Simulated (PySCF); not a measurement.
**Two-component Hartree-Fock for Mo¹⁴⁺ (molybdenum, charge +14)**

Start: [Ar] 3d10. Calculated with PySCF 2.14 in an even-tempered Gaussian basis (20 s from 0.37 bohr⁻², ratio 2.6; 15 p from 0.48 bohr⁻², ratio 2.6; 10 d from 0.48 bohr⁻², ratio 2.6; 6 f from 0.49 bohr⁻², ratio 2.8): generalised Hartree-Fock with the X2C-1e Hamiltonian and a Gaussian nucleus; spin-orbit coupling (SO) screened by Boettger's factors.

```
spinor shell  electrons  ε, screened SO (eV)  weight of nominal j (screened SO)  rms radius, screened SO (bohr)
       1s1/2          2             -20424.5                              1.000                          0.0404
       2s1/2          2              -3224.1                              1.000                           0.166
       2p1/2          2              -2983.8                              1.000                           0.145
       3s1/2          2              -823.93                              1.000                           0.452
       3p1/2          2              -730.86                              1.000                           0.450
       3p3/2          4              -711.89                              1.000                           0.459
       3d3/2          4              -549.10                              1.000                           0.439
       3d5/2          6              -545.53                              1.000                           0.442
```

**Question.** Where does 2p3/2 lie, and what is the 2p spin-orbit splitting (screened SO)?

**Answer.** At -2875.5 eV, 108.29 eV above 2p1/2.

```csv
quantity,screened SO
E (hartree),-3978.81397
M_J,0
⟨J²⟩,0.000
⟨L²⟩,0.006
⟨S²⟩,0.006
```

Breit and QED terms are absent; they matter most for the inner s and p1/2 levels.

Densities and radii are taken from the X2C orbitals without a picture-change correction, which distorts them close to the nucleus.
